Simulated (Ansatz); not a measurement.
Geometry optimisation, Ansatz, RHF/STO-3G.

Input:

```yaml
crystal:
  periodic: [false, false, false]
  atoms:
    - { symbol: C, position_ang: [2.1167, 0.6718, 1.377] }
    - { symbol: Si, position_ang: [0.9676, 0.8346, -0.1318] }
    - { symbol: C, position_ang: [0.4852, -1.3795, -0.4986] }
    - { symbol: C, position_ang: [-0.3363, -0.2245, -0.3523] }
    - { symbol: Si, position_ang: [-1.4558, 0.1868, -1.9076] }
    - { symbol: Si, position_ang: [-1.6328, -0.2609, 1.1044] }
    - { symbol: H, position_ang: [1.5196, 0.5334, 2.2804] }
    - { symbol: H, position_ang: [2.6643, 1.6646, 1.5015] }
    - { symbol: H, position_ang: [2.8003, -0.0759, 1.2977] }
    - { symbol: H, position_ang: [1.7775, 1.1111, -1.3214] }
    - { symbol: H, position_ang: [1.0122, -1.7807, 0.4146] }
    - { symbol: H, position_ang: [1.1444, -1.4872, -1.3651] }
    - { symbol: H, position_ang: [-0.60248, 0.20347, -3.1851] }
    - { symbol: H, position_ang: [-2.44781, -0.84646, -2.05052] }
    - { symbol: H, position_ang: [-2.12008, 1.51108, -1.76862] }
    - { symbol: H, position_ang: [-0.8993, -0.5777, 2.3734] }
    - { symbol: H, position_ang: [-2.2315, 1.092, 1.2865] }
    - { symbol: H, position_ang: [-2.7055, -1.27, 0.9021] }
basis:
  gaussian: { orbitals: STO-3G }
hamiltonian:
  xc: hf
relax:
  f_tol: 0.015
  max_steps: 40
```

Run as:

```bash
$ ansatz run input.yaml --threads 1 --pin off --max-ram 2048MiB --backend cpu --events-out ev --progress --plain --runs-dir out
```

Where does it end, and by what steps?

It converged. The force dipped under the threshold on the way, but the program's further checks kept it going. Limits of this set-up: minimal basis. After 18 steps the energy has fallen by 4.675 eV; H9 moved furthest, 0.79 Å. The start is strongly strained (largest force component 10 eV/Å).

```json
{"step": "0", "energy less start (eV)": "0.0000", "largest force component (eV/Å)": "10.377", "accepted": "yes"}
{"step": "1", "energy less start (eV)": "-2.4388", "largest force component (eV/Å)": "3.582", "accepted": "yes"}
{"step": "2", "energy less start (eV)": "-3.6513", "largest force component (eV/Å)": "2.696", "accepted": "yes"}
{"step": "3", "energy less start (eV)": "-4.2454", "largest force component (eV/Å)": "3.333", "accepted": "yes"}
{"step": "4", "energy less start (eV)": "-4.5787", "largest force component (eV/Å)": "1.401", "accepted": "yes"}
{"step": "5", "energy less start (eV)": "-4.6243", "largest force component (eV/Å)": "0.680", "accepted": "yes"}
{"step": "6", "energy less start (eV)": "-4.6606", "largest force component (eV/Å)": "0.206", "accepted": "yes"}
{"step": "7", "energy less start (eV)": "-4.6656", "largest force component (eV/Å)": "0.061", "accepted": "yes"}
{"step": "8", "energy less start (eV)": "-4.6682", "largest force component (eV/Å)": "0.199", "accepted": "yes"}
{"step": "9", "energy less start (eV)": "-4.6721", "largest force component (eV/Å)": "0.031", "accepted": "yes"}
{"step": "10", "energy less start (eV)": "-4.6342", "largest force component (eV/Å)": "1.053", "accepted": "no"}
{"step": "11", "energy less start (eV)": "-4.6725", "largest force component (eV/Å)": "0.097", "accepted": "yes"}
{"step": "12", "energy less start (eV)": "-4.6742", "largest force component (eV/Å)": "0.049", "accepted": "yes"}
{"step": "13", "energy less start (eV)": "-4.6750", "largest force component (eV/Å)": "0.021", "accepted": "yes"}
{"step": "14", "energy less start (eV)": "-4.6745", "largest force component (eV/Å)": "0.168", "accepted": "no"}
{"step": "15", "energy less start (eV)": "-4.6747", "largest force component (eV/Å)": "0.098", "accepted": "no"}
{"step": "16", "energy less start (eV)": "-4.6752", "largest force component (eV/Å)": "0.005", "accepted": "yes"}
{"step": "17", "energy less start (eV)": "-4.6753", "largest force component (eV/Å)": "0.076", "accepted": "yes"}
{"step": "18", "energy less start (eV)": "-4.6755", "largest force component (eV/Å)": "0.015", "accepted": "yes"}
```

```xyz
18
Properties=species:S:1:pos:R:3
C 2.069 0.805 1.394
Si 1.284 0.344 -0.224
C 0.602 -1.304 -0.492
C -0.458 -0.159 -0.354
Si -1.381 0.250 -1.912
Si -1.538 -0.240 1.152
H 1.669 0.221 2.212
H 1.909 1.851 1.626
H 3.138 0.638 1.364
H 1.866 1.006 -1.338
H 0.619 -2.038 0.301
H 0.675 -1.785 -1.456
H -0.498 0.257 -3.029
H -2.412 -0.699 -2.164
H -1.982 1.536 -1.811
H -0.798 -0.674 2.287
H -2.085 1.042 1.442
H -2.621 -1.144 0.958
```

Run time: 33 s on 1 CPU thread of a shared host.
